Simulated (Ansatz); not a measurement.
Question: Name a neutral molecule of B, C, F, O and H with LUMO energy (B3LYP/def2-TZVPP) between -0.70 and -0.40 eV and zero-point energy (PBE0-D4/def2-TZVP) between 208 and 224 kJ/mol (Ansatz, PBE0-D4/def2-TZVP geometry).

Answer: `BC(F)CO` (-0.51 eV, 223.8 kJ/mol); `BC(O)CF` (-0.52 eV, 223.4 kJ/mol). Other molecules can fit too; these were computed, each in one conformer that needn't be the lowest.

B3LYP here is the variant with VWN-RPA as its local correlation; programs differ in this.
